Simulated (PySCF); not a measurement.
A calculated (PBE, PySCF 2.14, x2c-QZVPPall, the spin-free X2C one-electron Hamiltonian (Gaussian nucleus)) atom or ion has these occupied shells.

```
shell  electrons  orbital energy (eV)  rms radius, mean of both spins (bohr)
 1s α          1             -25292.8                                 0.0357
 1s β          1             -25292.7                                 0.0357
 2s α          1              -3730.0                                  0.146
 2s β          1              -3729.8                                  0.146
 2p α          3              -3348.0                                  0.130
 2p β          3              -3347.8                                  0.130
 3s α          1              -688.92                                  0.394
 3s β          1              -688.80                                  0.394
 3p α          3              -563.22                                  0.396
 3p β          3              -563.08                                  0.396
 3d α          5              -364.35                                  0.377
 3d β          5              -364.16                                  0.377
 4s α          1              -101.08                                  0.968
 4s β          1              -100.23                                  0.968
 4p α          3              -64.551                                   1.07
 4p β          3              -63.656                                   1.07
 4d α          5              -12.750                                   1.48
 4d β          4              -11.768                                   1.48
 5s α          1               -7.154                                   3.06
 5p α          1               -2.616                                   4.36
```

Name the element and its charge.

Ag (silver, neutral), in [Kr] 4d9 5s1 5p1, one real determinant (an excited configuration).
